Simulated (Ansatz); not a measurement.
C$_{2}$H$_{6}$Ga, charge +1, singlet, at a GFN2-xTB geometry (such geometries of metal compounds can be far from the true shape). Base run: HF/6-31G (Ansatz, a first-principles code).

Here is a job for Ansatz.
Ansatz 0.2 input:
```yaml
crystal:
  periodic: [false, false, false]
  atoms:
    - {symbol: Ga, position_ang: [0.00343485, 0.00337051, 0.00482448]}
    - {symbol: C, position_ang: [1.58503283, 0.21715874, -1.29447404]}
    - {symbol: H, position_ang: [2.25215008, -0.64381302, -1.17960578]}
    - {symbol: H, position_ang: [2.11754032, 1.14411141, -1.05677161]}
    - {symbol: H, position_ang: [1.19097950, 0.25742562, -2.31550438]}
    - {symbol: C, position_ang: [-1.59522274, -0.22715778, 1.28016163]}
    - {symbol: H, position_ang: [-2.11010415, -1.15933422, 1.02453176]}
    - {symbol: H, position_ang: [-2.27066760, 0.62564235, 1.15359667]}
    - {symbol: H, position_ang: [-1.22523915, -0.26852386, 2.31006886]}
basis:
  gaussian:
    orbitals: 6-31G
hamiltonian:
  xc: hf
total_charge: 1
```

The bond that is stretched is that between atoms 7 and 6. A test that says stable can miss a lower solution.

Each row names what was changed in the base input (with any setting that the change needs).

```tsv
change	ΔE vs base (eV)	<S^2>	stability test says
base	0.00	0.000	minimum (restricted orbitals)
spin_polarized = on; lower_state_search = off	0.00	0.000	undecided (no full test)
spin_polarized = on; lower_state_search = standard	0.00	0.000	minimum
bond × 1.25	0.93	0.000	minimum (restricted orbitals)
spin_polarized = on; lower_state_search = off; bond × 1.25	0.93	0.000	undecided (no full test)
spin_polarized = on; lower_state_search = standard; bond × 1.25	0.93	0.000	minimum
bond × 1.5	2.39	0.000	minimum (restricted orbitals)
spin_polarized = on; lower_state_search = off; bond × 1.5	2.39	0.000	undecided (no full test)
spin_polarized = on; lower_state_search = standard; bond × 1.5	2.39	0.000	minimum
bond × 1.8	4.06	0.000	minimum (restricted orbitals)
spin_polarized = on; lower_state_search = off; bond × 1.8	4.06	0.000	undecided (no full test)
spin_polarized = on; lower_state_search = standard; bond × 1.8	3.50	0.622	minimum
bond × 2.2	5.86	0.000	minimum (restricted orbitals)
spin_polarized = on; lower_state_search = off; bond × 2.2	5.86	0.000	undecided (no full test)
spin_polarized = on; lower_state_search = standard; bond × 2.2	3.92	0.910	minimum
bond × 3.0	8.11	0.000	minimum (restricted orbitals)
spin_polarized = on; lower_state_search = off; bond × 3.0	4.05	1.011	undecided (no full test)
spin_polarized = on; lower_state_search = standard; bond × 3.0	4.05	1.011	minimum
```

Where a bond breaks into two radicals, a solution with restricted orbitals usually stops being the lowest and lies too high; an unrestricted one lies lower at the price of spin contamination, which <S^2> shows.
